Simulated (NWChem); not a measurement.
The numbers come from NWChem runs, not from measurements. System: H$_{2}$SSn, charge 0, spin multiplicity 1, at a geometry optimised with B3LYP/def2-SVP with def2 effective core potentials on Sn. The structure started from a generated list of species. Level: PBE0/x2c-SVPall-2c, spin-orbit ZORA.

Job file:

```
start mol
memory heap 200 mb stack 900 mb global 1100 mb
geometry units angstroms nocenter noautoz noautosym
  Sn    -0.398608    -0.472529     0.000000
  H      1.002312    -1.586414     0.000000
  S      1.169663     1.426642     0.000000
  H      0.213473     2.386587     0.000000
end
basis spherical
  * library x2c-svpall-2c
end
relativistic
  zora on
end
dft
  xc pbe0
  semidirect memsize 60000000 filesize 0
  iterations 100
  grid fine
end
task sodft energy
```

Output (cleaned and shortened):

```
             Northwest Computational Chemistry Package (NWChem) 7.3.0
             --------------------------------------------------------

                                NWChem Input Module
                                -------------------

 Scaling coordinates for geometry "geometry" by  1.889725989
 (inverse scale =  0.529177249)

                             Geometry "geometry" -> ""
                             -------------------------

 Output coordinates in angstroms (scale by  1.889725989 to convert to a.u.)

  No.       Tag          Charge          X              Y              Z
 ---- ---------------- ---------- -------------- -------------- --------------
    1 Sn                  50.0000    -0.39860800    -0.47252900     0.00000000
    2 H                    1.0000     1.00231200    -1.58641400     0.00000000
    3 S                   16.0000     1.16966300     1.42664200     0.00000000
    4 H                    1.0000     0.21347300     2.38658700     0.00000000

 Effective nuclear repulsion energy (a.u.)     204.8989972690

            Nuclear Dipole moment (a.u.)
            ----------------------------
        X                 Y               Z
 ---------------- ---------------- ----------------
    -0.0000132281    -0.0000094486     0.0000000000


 Summary of "ao basis" -> "" (spherical)
 ------------------------------------------------------------------------------
       Tag                 Description            Shells   Functions and Types
 ---------------- ------------------------------  ------  ---------------------
 *                       x2c-svpall-2c                on all atoms

                                 NWChem DFT Module
                                 -----------------

 Summary of "ao basis" -> "ao basis" (spherical)
 ------------------------------------------------------------------------------
       Tag                 Description            Shells   Functions and Types
 ---------------- ------------------------------  ------  ---------------------
 Sn                      x2c-svpall-2c              18       50   6s8p4d
 H                       x2c-svpall-2c               3        5   2s1p
 S                       x2c-svpall-2c               9       21   4s4p1d

 Summary of "ao basis" -> "ao basis" (spherical)
 ------------------------------------------------------------------------------
       Tag                 Description            Shells   Functions and Types
 ---------------- ------------------------------  ------  ---------------------
 Sn                      x2c-svpall-2c              18       50   6s8p4d
 H                       x2c-svpall-2c               3        5   2s1p
 S                       x2c-svpall-2c               9       21   4s4p1d

            General Information
            -------------------
          SCF calculation type: DFT
          Wavefunction type:  closed shell.
          No. of atoms     :     4
          No. of electrons :    68
           Alpha electrons :    34
            Beta electrons :    34
          Charge           :     0
          Spin multiplicity:     1
          Use of symmetry is: off; symmetry adaption is: off
          Maximum number of iterations: 100
          AO basis - number of functions:    81
                     number of shells:    33
          Convergence on energy requested:  1.00D-06
          Convergence on density requested:  1.00D-05
          Convergence on gradient requested:  5.00D-04

              XC Information
              --------------
                         PBE0 Method XC Functional
                     Hartree-Fock (Exact) Exchange  0.250
          PerdewBurkeErnzerhof Exchange Functional  0.750
            Perdew 1991 LDA Correlation Functional  1.000 local
           PerdewBurkeErnz. Correlation Functional  1.000 non-local

             Grid Information
             ----------------
          Grid used for XC integration:  fine
          Radial quadrature: Mura-Knowles
          Angular quadrature: Lebedev.
          Tag              B.-S. Rad. Rad. Pts. Rad. Cut. Ang. Pts.
          ---              ---------- --------- --------- ---------
          Sn                  1.45      141          10.0       974
          H                   0.35       60          11.0       590
          S                   1.00      123          10.0       770
          Grid pruning is: on
          Number of quadrature shells:   384
          Spatial weights used:  Erf1

          Convergence Information
          -----------------------
          Convergence aids based upon iterative change in
          total energy or number of iterations.
          Levelshifting, if invoked, occurs when the
          HOMO/LUMO gap drops below (HL_TOL):  1.00D-02
          DIIS, if invoked, will attempt to extrapolate
          using up to (NFOCK): 10 stored Fock matrices.

                    Damping( 0%)  Levelshifting(0.5)       DIIS
                  --------------- ------------------- ---------------
          dE  on:    start            ASAP                start
          dE off:    2 iters        100 iters           100 iters

      Screening Tolerance Information
      -------------------------------
          Density screening/tol_rho:  1.00D-10
          AO Gaussian exp screening on grid/accAOfunc:  14
          CD Gaussian exp screening on grid/accCDfunc:  20
          XC Gaussian exp screening on grid/accXCfunc:  20
          Schwarz screening/accCoul:  1.00D-10

 Performing spin-orbit DFT (SO-DFT) calculations
 -----------------------------------------------

          Performing ZORA calculations
[...]
------------------------------------------------------------
EAF file 0: "./mol.aoints.0" size=524288 bytes
------------------------------------------------------------
               write      read    awrite     aread      wait
               -----      ----    ------     -----      ----
     calls:        1         0         0         0         0
   data(b): 5.24e+05  0.00e+00  0.00e+00  0.00e+00
   time(s): 0.00e+00  0.00e+00  0.00e+00  0.00e+00  0.00e+00
rate(mb/s): 0.00e+00  0.00e+00
------------------------------------------------------------

   convergence    iter        energy       DeltaE   RMS-Dens  Diis-err    time
 ---------------- ----- ----------------- --------- --------- ---------  ------
 d= 0,ls=0.0,diis     1  -6641.1825086229 -6.85D+03  6.29D-02  6.55D+03     7.2
                                                     6.29D-02  6.55D+03
 d= 0,ls=0.0,diis     2  -6645.5420789672 -4.36D+00  1.38D-02  8.44D+00     7.7
                                                     1.38D-02  8.44D+00
 d= 0,ls=0.0,diis     3  -6645.5330799427  9.00D-03  1.25D-02  1.22D+00     8.3
                                                     1.25D-02  1.22D+00
 d= 0,ls=0.0,diis     4  -6645.5494704061 -1.64D-02  6.54D-03  4.26D-01     8.8
                                                     6.54D-03  4.26D-01
 d= 0,ls=0.0,diis     5  -6645.6959941842 -1.47D-01  1.50D-03  1.72D-02     9.3
                                                     1.50D-03  1.72D-02
 d= 0,ls=0.0,diis     6  -6645.7027120793 -6.72D-03  3.08D-04  5.95D-04     9.8
                                                     3.08D-04  5.95D-04
 d= 0,ls=0.0,diis     7  -6645.7028721863 -1.60D-04  8.31D-05  4.37D-05    10.3
                                                     8.31D-05  4.37D-05
 d= 0,ls=0.0,diis     8  -6645.7028915658 -1.94D-05  1.43D-05  8.94D-07    10.8
                                                     1.43D-05  8.94D-07
 d= 0,ls=0.0,diis     9  -6645.7028920144 -4.49D-07  5.09D-06  1.71D-07    11.4
                                                     5.09D-06  1.71D-07
  zoraso: enough mem for repl

      Total SO-DFT energy =    -6645.702892089154
      One electron energy =    -9523.005560542859
           Coulomb energy =     2865.194770737529
    Exchange-Corr. energy =     -192.791099552781
 Nuclear repulsion energy =      204.898997268957

       Scaling correction =       86.239370418301

 Numeric. integr. density =       68.000002051763

     Total iterative time =      6.6s

                       DFT Final Molecular Orbital Analysis
                       ------------------------------------

 Vector   66  Occ=1.000000D+00  E=-2.761122D-01
              MO Center=  1.0D-03,  1.8D-03,  3.0D-08, r^2= 1.1D-02
  Bfn.         Coefficient        Function           Bfn.         Coefficient        Function
  ----     -------------------  ------------         ----     -------------------  ------------
   152    -0.418058   0.450555  3 S  pz               149    -0.276927   0.298533  3 S  pz
   143     0.139904  -0.150650  3 S  pz               105    -0.116693   0.124982  1 Sn pz
   102    -0.085671   0.090592  1 Sn pz                96     0.073701  -0.078830  1 Sn pz
    93    -0.030161   0.033712  1 Sn pz               118     0.029302  -0.032046  1 Sn d -1
   123    -0.027918   0.029726  1 Sn d -1             120    -0.025192   0.026675  1 Sn d  1

 Vector   67  Occ=1.000000D+00  E=-2.499981D-01
              MO Center= -1.7D-01, -2.7D-01, -4.3D-09, r^2= 4.0D+00
  Bfn.         Coefficient        Function           Bfn.         Coefficient        Function
  ----     -------------------  ------------         ----     -------------------  ------------
     5    -0.446940   0.000100  1 Sn s                  4     0.305383   0.000181  1 Sn s
    19     0.304377  -0.004567  1 Sn px                22     0.295675  -0.005328  1 Sn px
     6    -0.265767  -0.000478  1 Sn s                 69    -0.261061  -0.018808  3 S  px
    13    -0.254731   0.003176  1 Sn px                51     0.244193  -0.017178  2 H  s
    52     0.217581  -0.014596  2 H  s                 70    -0.177552  -0.019750  3 S  py

 Vector   68  Occ=1.000000D+00  E=-2.499981D-01
              MO Center=  5.7D-04,  7.2D-04, -1.5D-11, r^2= 2.5D-03
  Bfn.         Coefficient        Function           Bfn.         Coefficient        Function
  ----     -------------------  ------------         ----     -------------------  ------------
    86     0.028377  -0.446038  1 Sn s                 85    -0.019141   0.304783  1 Sn s
   100    -0.023816   0.303478  1 Sn px               103    -0.024024   0.294745  1 Sn px
    87     0.016338  -0.265265  1 Sn s                150    -0.002253  -0.261728  3 S  px
    94     0.019286  -0.254020  1 Sn px               132    -0.032593   0.242617  2 H  s
   133    -0.028333   0.216222  2 H  s                151    -0.008477  -0.178446  3 S  py

 Vector   69  Occ=0.000000D+00  E=-9.908255D-02
              MO Center= -2.2D-01, -2.7D-01,  1.3D-07, r^2= 3.2D+00
  Bfn.         Coefficient        Function           Bfn.         Coefficient        Function
  ----     -------------------  ------------         ----     -------------------  ------------
    24     0.634287  -0.266463  1 Sn pz                21     0.382460  -0.160686  1 Sn pz
    15    -0.314103   0.131961  1 Sn pz                71    -0.288528   0.121203  3 S  pz
    68    -0.150238   0.063122  3 S  pz                12     0.130989  -0.055025  1 Sn pz
    62     0.072756  -0.030563  3 S  pz                 9    -0.042413   0.017815  1 Sn pz
    91    -0.033037   0.015472  1 Sn px               133    -0.017260   0.030947  2 H  s

 Vector   70  Occ=0.000000D+00  E=-9.908255D-02
              MO Center=  1.9D-03, -4.4D-07, -5.3D-08, r^2= 1.4D-02
  Bfn.         Coefficient        Function           Bfn.         Coefficient        Function
  ----     -------------------  ------------         ----     -------------------  ------------
   105    -0.683350  -0.079721  1 Sn pz               102    -0.412048  -0.048084  1 Sn pz
    96     0.338401   0.039485  1 Sn pz               152     0.310844   0.036257  3 S  pz
   149     0.161861   0.018890  3 S  pz                93    -0.141120  -0.016460  1 Sn pz
   143    -0.078383  -0.009143  3 S  pz                90     0.045694   0.005328  1 Sn pz
    10    -0.036035  -0.005682  1 Sn px                52    -0.025180  -0.024932  2 H  s

 Vector   71  Occ=0.000000D+00  E=-1.123190D-02
              MO Center=  1.1D-06, -4.3D-06, -1.3D-11, r^2= 8.2D-05
  Bfn.         Coefficient        Function           Bfn.         Coefficient        Function
  ----     -------------------  ------------         ----     -------------------  ------------
   104    -0.885711   0.317409  1 Sn py               140     0.432005  -0.168952  3 S  s
   150    -0.405754   0.157646  3 S  px               151    -0.307920   0.126538  3 S  py
   133    -0.316168   0.066057  2 H  s                101    -0.279921   0.095069  1 Sn py
    95     0.240222  -0.087182  1 Sn py               103    -0.214173   0.097957  1 Sn px
   139     0.165296  -0.065590  3 S  s                 86    -0.142368   0.083379  1 Sn s

   alpha - beta orbital overlaps
   -----------------------------

   alpha      1      2      3      4      5      6      7      8      9     10
    beta      1      2      3      4      5      5      7      8      9     10
 overlap   1.166  1.508  1.771  1.774  0.853  0.231  1.272  1.272  1.271  1.638

   alpha     11     12     13     14     15     16     17     18     19     20
    beta     11     12     13     14     15      7      8      9     19     51
 overlap   1.635  1.641  1.286  1.264  1.226  0.015  0.015  0.015  0.111  0.079

   alpha     21     22     23     24     25     26     27     28     29     30
    beta     71      5     14     71      7      8      9      7      8      9
 overlap   0.077  0.136  0.067  0.105  0.016  0.016  0.017  0.067  0.067  0.069

   alpha     31     32     33     34     35     36     37     38     39     40
    beta     31     32     33     34     35     36     37     38     39     40
 overlap   1.125  1.124  1.124  1.124  1.124  1.100  1.093  1.094  1.092  1.092

   alpha     41     42     43     44     45     46     47     48     49     50
    beta     36     37     38     39     40     36     37     38     39     40
 overlap   0.026  0.035  0.032  0.035  0.035  0.020  0.019  0.019  0.019  0.019

   alpha     51     52     53     54     55     56     57     58     59     60
    beta     51     51      5     13     39     56     57     58     58     60
 overlap   0.171  0.115  0.006  0.004  0.002  1.090  1.310  0.520  0.294  0.989

   alpha     61     62     63     64     65     66     67     68     69     70
    beta     61     62     69     70     71     69     70     71     69     70
 overlap   0.987  0.995  0.014  0.011  0.021  0.183  0.153  0.251  0.243  0.186

   alpha     71     72     73     74     75     76     77     78     79     80
    beta     71     70     71     69     71     69     77     77     77     77
 overlap   0.379  0.021  0.004  0.012  0.018  0.008  0.185  0.071  0.011  0.011

   alpha     81
    beta     71
 overlap   0.012

     --------------------------
     Expectation value of S2:
     --------------------------
      <S2> =      0.0147 (Exact =     0.0000)

     Multipole analysis of the density
     ---------------------------------

     L   x y z        total         alpha         beta         nuclear
     -   - - -        -----         -----         ----         -------
     0   0 0 0     -0.000000    -34.000000    -34.000000     68.000000

     1   1 0 0     -0.725179     -0.362583     -0.362583     -0.000013
     1   0 1 0     -0.115874     -0.057933     -0.057933     -0.000009
     1   0 0 1      0.000000      0.000000      0.000000      0.000000

     2   2 0 0    -33.090957    -71.690570    -71.690570    110.290184
     2   1 1 0     -0.998495    -63.057380    -63.057380    125.116266
     2   1 0 1     -0.000000     -0.000000     -0.000000      0.000000
     2   0 2 0    -29.183809   -107.335316   -107.335316    185.486823
     2   0 1 1     -0.000000     -0.000000     -0.000000      0.000000
     2   0 0 2    -28.653506    -14.326753    -14.326753      0.000000

 Task  times  cpu:       11.9s     wall:       11.9s

 Total times  cpu:       11.9s     wall:       11.9s
```
